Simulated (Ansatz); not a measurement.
Cost and result for the atomization energy of C$_{3}$H$_{10}$OSi (`CC[SiH2]CO`) (15 atoms, 14 bonds).

```
atom   x (Å)   y (Å)   z (Å)
  C1  -1.568   0.089  -0.980
  C2  -0.175   0.706  -1.071
 Si3   1.175  -0.343  -0.289
  C4   0.781  -0.634   1.541
  O5   0.545   0.580   2.248
  H6  -1.881  -0.063   0.057
  H7  -1.603  -0.888  -1.469
  H8  -2.322   0.721  -1.455
  H9  -0.159   1.697  -0.602
 H10   0.097   0.878  -2.118
 H11   1.254  -1.665  -0.980
 H12   2.489   0.344  -0.419
 H13  -0.059  -1.334   1.656
 H14   1.637  -1.109   2.028
 H15  -0.211   1.021   1.852
```

The species carries charge 0 and has multiplicity 1. The geometry is a stationary point of PBE0-D4/def2-TZVP. It is one conformer, not always the lowest. Program: Ansatz. All runs use 4 threads of an AMD EPYC 7B13 on a shared host. Times are those of one run each, without the atoms' runs, and a repeat can differ threefold. Electronic energies, without spin–orbit coupling; frozen cores. CCSD(T)/CBS adds CCSD(T) − MP2 in def2-TZVPP to the MP2 limit, and its time is that of the two runs behind it. T1 = 0.010. B3LYP takes the VWN-RPA correlation (the form of Gaussian; ORCA's B3LYP/G).

CCSD(T)/CBS is a level of theory with its own doubt, some kJ/mol a heavy atom from the limit and from the frozen cores, so smaller differences don't rank the functionals.

```
                             level  functions  wall time
                BLYP-D4/def2-TZVPP        306      2.6 s
   PBE-D4/def2-TZVPP (with forces)        306      2.8 s
               BHLYP-D4/def2-TZVPP        306      3.3 s
                PBE0-D4/def2-TZVPP        306      3.6 s
r2SCAN-D4/def2-TZVPP (with forces)        306      4.7 s
             r2SCANh-D4/def2-TZVPP        306      4.8 s
 B3LYP-D4/def2-TZVPP (with forces)        306      5.5 s
               PBE-QIDH/def2-TZVPP        306      6.5 s
                  CCSD(T)/def2-SVP        124        8 s
                 B97M-V/def2-TZVPP        306        9 s
                    MP2/def2-QZVPP        598       29 s
                CCSD(T)/def2-TZVPP        306    9.8 min
                 CCSD(T)/CBS(def2)          –     10 min
```

Task: What atomization energy does each give, and how far from CCSD(T)/CBS? (Best estimate.)

Result: Ansatz gave: 
| level | atomization (kcal/mol) | difference from CCSD(T)/CBS | per bond |
| --- | --- | --- | --- |
| BLYP-D4/def2-TZVPP | 1307.3 | -8.4 | -0.6 |
| PBE-D4/def2-TZVPP (with forces) | 1330.3 | 14.6 | 1.0 |
| BHLYP-D4/def2-TZVPP | 1284.6 | -31.1 | -2.2 |
| PBE0-D4/def2-TZVPP | 1314.6 | -1.1 | -0.1 |
| r2SCAN-D4/def2-TZVPP (with forces) | 1315.5 | -0.2 | 0.0 |
| r2SCANh-D4/def2-TZVPP | 1309.9 | -5.8 | -0.4 |
| B3LYP-D4/def2-TZVPP (with forces) | 1314.4 | -1.3 | -0.1 |
| PBE-QIDH/def2-TZVPP | 1306.1 | -9.6 | -0.7 |
| CCSD(T)/def2-SVP | 1249.8 | -65.9 | -4.7 |
| B97M-V/def2-TZVPP | 1315.0 | -0.7 | -0.1 |
| MP2/def2-QZVPP | 1312.6 | -3.1 | -0.2 |
| CCSD(T)/def2-TZVPP | 1285.1 | -30.6 | -2.2 |
| CCSD(T)/CBS(def2) | 1315.7 | 0.0 | 0.0 |

From PBE to PBE0 (25 % exact exchange), in def2-TZVPP and without D4, the atomization energy moves by −14.7 kcal/mol: exact exchange takes away binding that semilocal exchange gives to molecules. Leaving LDA and LC-ωPBE aside and taking each functional with its dispersion term where it has one, the values spread over 45.7 kcal/mol, from BHLYP-D4 to PBE-D4. LDA lies +163.5 kcal/mol from PBE without D4, its usual overbinding. In def2-TZVPP, CCSD(T) changes the Hartree–Fock value by +307.0 kcal/mol (the triples alone add +15.2 kcal/mol) and MP2 by +316.4 kcal/mol; breaking electron pairs costs correlation energy, which Hartree–Fock lacks.
